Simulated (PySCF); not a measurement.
# One molecule, several mistakes: BCGeH7N

All numbers below are calculated, not measured. The program is PySCF 2.14.0, an open-source quantum chemistry code, run on an isolated molecule that a program drew, which may never have been made. The molecule is BCGeH7N (charge 0, doublet), drawn as the SMILES string `BC[NH][GeH2]`.

Each row is a Hartree-Fock (HF) and frozen-core CCSD(T) single point in the cc-pVDZ basis, meant for a local HF minimum. Run 1 is clean. Each other run has one planted mistake out of seven kinds, and not every kind appears here: one electron removed, one electron added, multiplicity raised by two, geometry at a saddle point, minimal basis STO-3G, one bond length entered in bohr, all coordinates scaled. The reference is restricted for singlets and unrestricted otherwise, and also for a bond in bohr. Adding or removing an electron swaps singlet and doublet. Electrons count all cores. HOMO and LUMO are orbital energies over both spins, the gradient is its largest component, and the lowest frequency (negative if imaginary) is given only where the gradient is small. Bond lengths are over the 10 bonds as drawn. T1 is the CCSD diagnostic: over 0.02 (restricted) or 0.045 (unrestricted) a single reference is doubtful. Germanium has the cc-pVDZ-PP basis, with a core potential (ECP10MDF) in place of its 10 inner electrons, and its 3s, 3p and 3d shells are frozen in CCSD(T).

Geometry of the clean run:
```xyz
11
BCGeH7N, angstrom
B    -1.5254   -1.8395    0.2786
C    -0.4627   -0.8004    0.7963
N     0.6473   -0.4306   -0.0766
Ge    0.6682    1.1199   -1.0601
H    -2.4757   -2.0912    0.9704
H    -1.3949   -2.4199   -0.7662
H    -0.9866    0.1044    1.1277
H    -0.0711   -1.2203    1.7397
H     1.0338   -1.2256   -0.5532
H     2.0729    1.2290   -1.6848
H     0.4125    2.2829   -0.0798
```

| run | electrons | basis functions | <S^2> | HOMO (eV) | LUMO (eV) | gradient (hartree/bohr) | lowest frequency (cm^-1) | mean bond (Å) | longest bond (Å) | T1 | HF (hartree) | CCSD(T) (hartree) | mistake |
|---|---|---|---|---|---|---|---|---|---|---|---|---|---|
| 1 | 57 | 100 | 0.759 | -8.05 | 1.52 | 4.5e-05 | 46 | 1.3563 | 1.836 | 0.0169 | -414.39688 | -414.94681 | no fault |
| 2 | 58 | 100 | 0.000 | -0.16 | 6.04 | 6.6e-02 | - | 1.3563 | 1.836 | 0.0296 | -414.36956 | -414.94488 | one electron added |
| 3 | 57 | 100 | 0.758 | -7.90 | 1.66 | 2.4e-02 | - | 1.3170 | 1.783 | 0.0161 | -414.38807 | -414.93248 | all coordinates scaled |
| 4 | 57 | 100 | 0.967 | -8.44 | 1.00 | 2.3e-02 | - | 1.4935 | 2.915 | 0.0342 | -414.32475 | -414.86989 | ? |
| 5 | 57 | 100 | 3.781 | -4.62 | -1.56 | 5.3e-02 | - | 1.3563 | 1.836 | 0.0397 | -414.24706 | -414.78861 | ? |

**Which mistake was planted in run 4, and what did it cost?**

The mean bond changes by a factor of 1.101 and the longest by 1.588, so the molecule wasn't scaled as a whole. A length L in bohr read as angstrom grows by (1/0.5292 - 1) L = 0.890 L. The 10 bonds together grew by 10 x 0.1372 = 1.372 Å, which gives L = 1.542 Å. That is the length of one of the Ge-H bonds, 1.542 Å in the clean geometry. So the mistake is: one bond length entered in bohr. Subtracting run 1 and multiplying by 627.51 kcal/mol a hartree, the energy moved by 45.3 kcal/mol in HF and 48.3 kcal/mol in CCSD(T).

**Which mistake was planted in run 5, and what did it cost?**

Electrons, basis and geometry are unchanged, and <S^2> is 3.781, beside S(S+1) = 3.75 for a multiplicity of 4. So the mistake is: multiplicity raised by two. Subtracting run 1 and multiplying by 627.51 kcal/mol a hartree, the energy moved by 94.0 kcal/mol in HF and 99.3 kcal/mol in CCSD(T).

Cautions from the logs. Run 2: T1 is over the limit, so its CCSD(T) energy is less reliable and the added electron raises the CCSD(T) energy, so it isn't bound in this basis.
